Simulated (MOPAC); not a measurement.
MOPAC input (AM1):

```
AM1 FORCE THERMO(298,298) PRECISE LET CHARGE=1 GEO-OK AUX(PRECISION=9) THREADS=1
H3BN

B     0.72977907 1    0.20168257 1    0.04087420 1
N    -0.50030159 1   -0.13826637 1   -0.02802143 1
H     1.87003771 1    0.51679697 1    0.10473739 1
H    -1.24722567 1    0.52562907 1    0.05609653 1
H    -0.78855057 1   -1.08822127 1   -0.17011493 1
```

From the output:

```
     H    5   0.708464   5.662227   0.075639   0.701637   6.402215

          HEAT OF FORMATION =     167.594167 KCALS/MOLE

          ZERO POINT ENERGY      23.623 KCAL/MOL

           NORMAL COORDINATE ANALYSIS (Total motion = 1 Angstrom)

   Root No.       1         2         3         4         5         6         7         8

                 1 B2      1 B1      2 B1      2 B2      1 A1      2 A1      3 A1      3 B2

                 664.8     731.7     864.1    1009.9    1538.2    1748.7    3233.1    3333.9

           1    0.0000   -0.0000   -0.0000    0.0000   -0.0615   -0.1851   -0.1002    0.0000
           2   -0.0298   -0.0000   -0.0000   -0.0964   -0.0000    0.0000   -0.0000   -0.0012
           3    0.0000   -0.1075   -0.0168    0.0000    0.0000   -0.0000    0.0000    0.0000
           4    0.0000    0.0000   -0.0000   -0.0000    0.0001    0.1768    0.0138    0.0000
           5   -0.0252    0.0000   -0.0000    0.0641    0.0000   -0.0000    0.0000   -0.0547
           6    0.0000    0.0656   -0.0539   -0.0000   -0.0000   -0.0000   -0.0000    0.0000
           7   -0.0000    0.0000    0.0000   -0.0000   -0.0790   -0.2672    0.8715    0.0000
           8    0.3911    0.0002    0.0001    0.3336   -0.0000    0.0000   -0.0000   -0.0049
           9   -0.0001    0.5344    0.2433   -0.0001    0.0000   -0.0000   -0.0000    0.0000
          10   -0.2393   -0.0000    0.0000    0.2342    0.3687   -0.1021    0.0060    0.2635
          11    0.1395   -0.0000    0.0001   -0.0956   -0.2207    0.1549    0.0040    0.3887
          12   -0.0000   -0.1463    0.3430    0.0000    0.0001   -0.0000   -0.0000   -0.0001
          13    0.2393   -0.0000    0.0000   -0.2342    0.3687   -0.1021    0.0060   -0.2635
          14    0.1395   -0.0000    0.0001   -0.0956    0.2207   -0.1549   -0.0040    0.3887
          15   -0.0000   -0.1463    0.3430    0.0000   -0.0001    0.0000    0.0000   -0.0001

   Root No.       9

                 4 A1

                3400.2

           1   -0.0020
           2   -0.0000
           3    0.0000
           4   -0.0336
           5    0.0000
           6   -0.0000
           7   -0.0023
           8   -0.0000
           9    0.0000
          10    0.2456
          11    0.4136
          12   -0.0001
          13    0.2456
          14   -0.4136
          15    0.0001

           MASS-WEIGHTED COORDINATE ANALYSIS (NORMAL COORDINATES)

   Root No.       1         2         3         4         5         6         7         8

                 1 B2      1 B1      2 B1      2 B2      1 A1      2 A1      3 A1      3 B2

                 664.8     731.7     864.1    1009.9    1538.2    1748.7    3233.1    3333.9

           1    0.0000   -0.0000   -0.0000    0.0000   -0.3125   -0.6246   -0.3519    0.0000
           2   -0.1711   -0.0001   -0.0000   -0.5015   -0.0000    0.0000   -0.0000   -0.0055
           3    0.0000   -0.4920   -0.0947    0.0001    0.0000   -0.0000    0.0000    0.0000
           4    0.0000    0.0000   -0.0000   -0.0000    0.0008    0.6790    0.0551    0.0000
           5   -0.1652    0.0001   -0.0001    0.3798    0.0000   -0.0000    0.0000   -0.2934
           6    0.0000    0.3415   -0.3457   -0.0001   -0.0000   -0.0000   -0.0000    0.0001
           7   -0.0000    0.0000    0.0000   -0.0000   -0.1225   -0.2753    0.9343    0.0000
           8    0.6863    0.0002    0.0001    0.5302   -0.0000    0.0000   -0.0000   -0.0070
           9   -0.0002    0.7469    0.4186   -0.0002    0.0000   -0.0000   -0.0000    0.0000
          10   -0.4199   -0.0000    0.0000    0.3722    0.5715   -0.1052    0.0065    0.3793
          11    0.2448   -0.0001    0.0002   -0.1519   -0.3421    0.1596    0.0043    0.5595
          12   -0.0001   -0.2044    0.5900    0.0000    0.0001   -0.0000   -0.0000   -0.0002
          13    0.4199   -0.0000    0.0000   -0.3722    0.5715   -0.1052    0.0065   -0.3793
          14    0.2448   -0.0001    0.0002   -0.1519    0.3421   -0.1596   -0.0043    0.5595
          15   -0.0001   -0.2044    0.5901    0.0000   -0.0001    0.0000    0.0000   -0.0002

   Root No.       9

                 4 A1

                3400.2

           1   -0.0096
           2   -0.0000
           3    0.0000
           4   -0.1812
           5    0.0000
           6   -0.0000
           7   -0.0033
           8   -0.0000
           9    0.0000
          10    0.3550
          11    0.5979
          12   -0.0002
          13    0.3550
          14   -0.5979
          15    0.0002

          DESCRIPTION OF VIBRATIONS

 VIBRATION          1    1B2         ATOM PAIR     ENERGY CONTRIBUTION    RADIAL
 FREQUENCY           664.79         N 2 -- H 4         +34.2% ( 92.1%)      4.2%
 TRANSITION DIPOLE   0.4835         N 2 -- H 5         +34.2% ( 92.1%)      4.2%
 TRAVEL (Ang.)       0.5340         B 1 -- H 3         +28.9% ( 84.7%)      0.0%
 REDUCED MASS        0.3557         B 1 -- N 2          +2.7% ( 25.7%)      0.0%
 EFFECTIVE MASS      1.7712
 FORCE CONSTANT      0.0926

 VIBRATION          2    1B1         ATOM PAIR     ENERGY CONTRIBUTION    RADIAL
 FREQUENCY           731.67         B 1 -- H 3         +70.4% ( 90.5%)      0.0%
 TRANSITION DIPOLE   0.8191         B 1 -- N 2         +11.6% ( 36.8%)      0.0%
 TRAVEL (Ang.)       0.2842         N 2 -- H 4          +9.0% ( 32.3%)      0.0%
 REDUCED MASS        1.1409         N 2 -- H 5          +9.0% ( 32.3%)      0.0%
 EFFECTIVE MASS      3.5841
 FORCE CONSTANT      0.3598

 VIBRATION          3    2B1         ATOM PAIR     ENERGY CONTRIBUTION    RADIAL
 FREQUENCY           864.07         N 2 -- H 5         +39.0% ( 50.9%)      0.0%
 TRANSITION DIPOLE   1.5702         N 2 -- H 4         +39.0% ( 50.9%)      0.0%
 TRAVEL (Ang.)       0.4049         B 1 -- H 3         +19.0% ( 35.6%)      0.0%
 REDUCED MASS        0.4761         B 1 -- N 2          +3.0% ( 14.2%)      0.0%
 EFFECTIVE MASS      1.8602
 FORCE CONSTANT      0.2094

 VIBRATION          4    2B2         ATOM PAIR     ENERGY CONTRIBUTION    RADIAL
 FREQUENCY          1009.89         B 1 -- H 3         +27.4% ( 60.9%)      0.0%
 TRANSITION DIPOLE   0.5538         N 2 -- H 4         +25.8% ( 59.1%)     14.7%
 TRAVEL (Ang.)       0.2455         N 2 -- H 5         +25.8% ( 59.1%)     14.7%
 REDUCED MASS        1.1076         B 1 -- N 2         +21.1% ( 53.4%)      0.0%
 EFFECTIVE MASS      4.8676
 FORCE CONSTANT      0.6656

 VIBRATION          5    1A1         ATOM PAIR     ENERGY CONTRIBUTION    RADIAL
 FREQUENCY          1538.19         N 2 -- H 5         +36.7% ( 51.6%)      0.1%
 TRANSITION DIPOLE   0.1536         N 2 -- H 4         +36.7% ( 51.6%)      0.1%
 TRAVEL (Ang.)       0.2961         B 1 -- N 2         +15.5% ( 33.5%)    100.0%
 REDUCED MASS        0.5001         B 1 -- H 3         +11.1% ( 28.4%)    100.0%
 EFFECTIVE MASS      2.0430
 FORCE CONSTANT      0.6971

 VIBRATION          6    2A1         ATOM PAIR     ENERGY CONTRIBUTION    RADIAL
 FREQUENCY          1748.70         B 1 -- N 2         +55.1% (101.6%)    100.0%
 TRANSITION DIPOLE   3.9443         N 2 -- H 5         +15.5% ( 53.8%)     12.8%
 TRAVEL (Ang.)       0.0913         N 2 -- H 4         +15.5% ( 53.8%)     12.8%
 REDUCED MASS        4.6307         B 1 -- H 3         +14.0% ( 51.2%)    100.0%
 EFFECTIVE MASS     11.7688
 FORCE CONSTANT      8.3432

 VIBRATION          7    3A1         ATOM PAIR     ENERGY CONTRIBUTION    RADIAL
 FREQUENCY          3233.12         B 1 -- H 3         +96.2% ( 99.7%)    100.0%
```

The dipole moment of an ion depends on the origin.
